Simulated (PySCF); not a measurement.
# Dipole response of Sc⁺ (scandium, charge +1)

[Ar] 3d1 4s1, high-spin 3D determinant. All numbers are calculated (PySCF 2.14, the spin-free X2C one-electron Hamiltonian (Gaussian nucleus), in aug-cc-pVQZ-DK). Coupled (time-dependent) response in atomic units; α is the mean over directions.

```json
{"method": "PBE0", "mean α (bohr³)": "63.02", "α xx, yy, zz": "61.78, 61.78, 65.50", "C₆ (like pair)": "435.9", "S(−4)": "3518"}
```

S(−4) is the Cauchy moment in α(ω) = α(0) + S(−4) ω² + …

α(iu) at PBE0:

| u (hartree) | α(iu) (bohr³) |
| --- | --- |
| 0 | 63.02 |
| 0.0500 | 55.38 |
| 0.100 | 41.07 |
| 0.200 | 21.51 |
| 0.300 | 13.08 |
| 0.500 | 6.935 |
| 0.750 | 4.331 |
| 1.00 | 3.128 |
| 1.50 | 1.927 |
| 2.00 | 1.312 |
| 3.00 | 0.7135 |
| 5.00 | 0.3035 |

A single London oscillator, α(iu) = α/(1 + u²/ω²), gives C₆ = (3/4) ω α². Matching the computed C₆ needs ω = 4 × 435.9 / (3 × 63.02²) = 0.146 hartree.

For an ion, C₆ is the dispersion term alone; charge-induced terms of lower order in 1/R come first.

The components differ because the open shell of this determinant is not spherical; for a pure term their mean is the scalar polarisability.
